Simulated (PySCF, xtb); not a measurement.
SiCl2Br2, SMILES Cl[Si](Cl)(Br)Br.

GFN2-xTB in xtb 6.7.1 at its own geometry gives an orbital gap of 6.51 eV and a dipole moment of 5.90 D.

Geometry optimised at PBE0-D3(BJ)/def2-SVP.

Task: What does PBE/def2-TZVP in PySCF give? (An estimate is asked for; the answer gives what the named calculation found.)

Result: gap 5.28 eV (levels -7.53 and -2.25 eV), dipole 0.19 D.
